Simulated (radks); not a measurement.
Question: The mean radii <r> (bohr) of the occupied orbitals of an atom or ion are listed with their occupations. Method: Dirac Kohn-Sham, LDA (Slater exchange, Perdew-Wang correlation), spin-unpolarised, spherical densities, finite nucleus; Fermi nuclear charge, rms radius of each element as measured or else 0.836 A^(1/3) + 0.57 fm; computed with a radial shooting solver on a logarithmic mesh with Libxc functionals.

| orbital | occ. | <r> |
|---|---|---|
| 1s1/2 | 2 | 0.08088 |
| 2s1/2 | 2 | 0.3540 |
| 2p1/2 | 2 | 0.3070 |

Name the element and its charge. Open shells, if any, fill j = l - 1/2 first.

Answer: Z = 19, potassium, charge +13: K13+ in [He] 2s2 2p2. The 1s radius gives Z: for a bare nucleus <r> = (2 gamma + 1)/(2Z) with gamma = sqrt(1 - (Z/c)^2), 0.07844 bohr for Z = 19, and screening makes it slightly larger (0.08088 here). The occupations add up to 6, and the charge is Z minus that.
